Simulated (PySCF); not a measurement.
C₂H₆Se, SMILES C[Se]C, singlet (CAM-B3LYP/def2-SVP optimised geometry):

```
9

C      1.437    -0.665     0.000
Se    -0.507    -0.665     0.000
C     -0.747     1.264     0.000
H      1.828    -0.171     0.899
H      1.763    -1.713     0.000
H      1.828    -0.170    -0.899
H     -0.303     1.713     0.898
H     -1.828     1.458     0.002
H     -0.307     1.713    -0.900
```

Level of theory: CAM-B3LYP/def2-TZVP in PySCF 2.14.0.

Q: What are the frontier orbital energies and the dipole moment?

A: HOMO-2 -11.14 eV, HOMO-1 -9.93 eV, HOMO -7.33 eV, LUMO 1.41 eV, LUMO+1 1.98 eV; dipole moment 1.50 D.

On the same geometry PBE/def2-TZVP in PySCF 2.14.0 gives HOMO-2 -8.54 eV, HOMO-1 -7.45 eV, HOMO -4.86 eV, LUMO -0.46 eV, LUMO+1 0.38 eV; dipole moment 1.47 D.

Meta-Löwdin charges at CAM-B3LYP/def2-TZVP: C1 -0.43, Se2 0.12, C3 -0.43, H4 0.12, H5 0.13, H6 0.12, H7 0.12, H8 0.13, H9 0.12.
